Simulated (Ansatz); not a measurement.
Cost and result up the ladder for RbBr2 (3 atoms). The state is a doublet with charge 0. Geometry: PBE-D4/def2-TZVP.

```xyz
3

Rb    0.0028    0.0011   -0.0007
Br   -1.0913    0.6686   -3.0266
Br    1.0886   -0.6697    3.0273
```

Ansatz on 4 threads of AMD EPYC 9R45 on a shared host. Times are rough, and most runs start from the orbitals of an earlier one. PBE0-D4/def2-TZVP serves as the yardstick here, not as an exact answer. Binding counts from free atoms at the same level (Rb doublet, Br doublet; other spins of the atoms weren't run), without zero-point energy or a counterpoise term.

In the def2 sets Rb takes a core potential; there is no spin–orbit coupling. Correlated methods freeze 18 core orbitals; core or outer-core shells of Rb, Br are correlated, in sets that lack core-valence functions. HOMO above LUMO, or a gap near zero within one spin, warns that the state may not be the lowest or that an electron is smeared out. Another isomer (doublet) lies 0.69 eV lower at PBE0-D4/def2-TZVP; other spin states weren't run for this one.

Correlated methods converge slowly with the basis.

| level | functions | wall time |
| --- | --- | --- |
| HF/def2-TZVP | 129 | 1.6 s |
| PBE-D4/def2-TZVP (with forces) | 129 | 2.9 s |
| r2SCAN-D4/def2-TZVP | 129 | 3.6 s |
| PBE0-D4/def2-TZVP | 129 | 4.5 s |
| CCSD(T)/def2-TZVPP | 136 | 13 s |
| B97M-V/def2-TZVP | 129 | 15 s |

(1) Estimate what each level gives for the binding energy per atom (eV).

## Answers

(1) 
```
                         level  binding energy per atom (eV)  difference from PBE0-D4/def2-TZVP (eV)                        remarks
                  HF/def2-TZVP                          0.94                                   -0.56                              –
PBE-D4/def2-TZVP (with forces)                          1.66                                    0.15  gap within one spin near zero
           r2SCAN-D4/def2-TZVP                          1.66                                    0.15  gap within one spin near zero
             PBE0-D4/def2-TZVP                          1.51                                    0.00                              –
            CCSD(T)/def2-TZVPP                          1.22                                   -0.29                              –
              B97M-V/def2-TZVP                          1.59                                    0.09  gap within one spin near zero
```
